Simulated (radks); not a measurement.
The numbers below are computed, except where a source is named.
Correlation energies from several functionals, in hartree. Species: Kr3+ [Ar] 3d10 4s2 4p3; Si2+ [Ne] 3s2; Te+ [Kr] 4d10 5s2 5p3. Code: a radial shooting solver on a logarithmic mesh with Libxc functionals. Model: non-relativistic Kohn-Sham, PBE, spin-polarised, spherical densities, point nucleus. Every spin shell is full or empty, so the densities are truly spherical. Functionals are evaluated on that one density, not self-consistently.

functional     Kr3+      Si2+      Te+
PW92        -3.0856  -0.96769  -4.8962
VWN5        -3.1004  -0.97232  -4.9180
PZ          -3.0796  -0.96546  -4.8929
Chachiyo    -3.0401  -0.95038  -4.8312
LYP         -1.6224  -0.49749  -2.5816
P86         -1.8552  -0.49488  -3.1012
AM05        -2.8541  -0.87136  -4.5662
OP (B88)    -1.5618  -0.47894  -2.5025
TPSS        -1.6322  -0.43777  -2.7352
revTPSS     -1.6551  -0.45004  -2.7679
SCAN        -1.6334  -0.43781  -2.7306
B95         -1.9797  -0.51736  -3.3360
